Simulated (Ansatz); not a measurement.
Computed with Ansatz on PBE0-D4/def2-TZVP structures; ΔE is electronic, products minus reactants. CCSD(T)/CBS is the MP2 limit (def2-TZVPP, def2-QZVPP) plus CCSD(T) − MP2 in def2-TZVPP, frozen cores. This one scheme is used for every species. Functionals use def2-TZVPP.

Reaction (formal exchange of groups at the Al–C bond): `FC1(F)O[CH]1[AlH2]` + acetylene → `C#[C][AlH2]` + `FC1(F)CO1`

```csv
level,ΔE (kJ/mol)
PBE-D4,-60.4
PBE,-62.3
r2SCANh,-67.0
CCSD(T)/def2-SVP,-62.5
```

Task: What does CCSD(T)/CBS give? (Best estimate.)

Result: The calculation gave: -62.9 kJ/mol. The listed levels differ from it by 2.5, 0.6, -4.1, 0.4 kJ/mol.

Largest T1 diagnostic among the species: 0.013.

The D4 term adds +3.0 kJ/mol with B3LYP and +1.7 kJ/mol with PBE0; it sums over pairs of atoms, weighted by their polarisabilities, and B3LYP, whose exchange is more repulsive, gets the larger term. Leaving LDA and LC-ωPBE aside and taking each functional with its dispersion term where it has one, the values, not all of them listed here, spread over 9.7 kJ/mol, from B97M-V to BLYP-D4. LDA lies +3.9 kJ/mol from PBE without D4. In def2-TZVPP, CCSD(T) changes the Hartree–Fock value by +12.5 kJ/mol (the triples alone add +1.3 kJ/mol) and MP2 by +10.9 kJ/mol.

B3LYP here is the variant with VWN-RPA as its local correlation; programs differ in this.
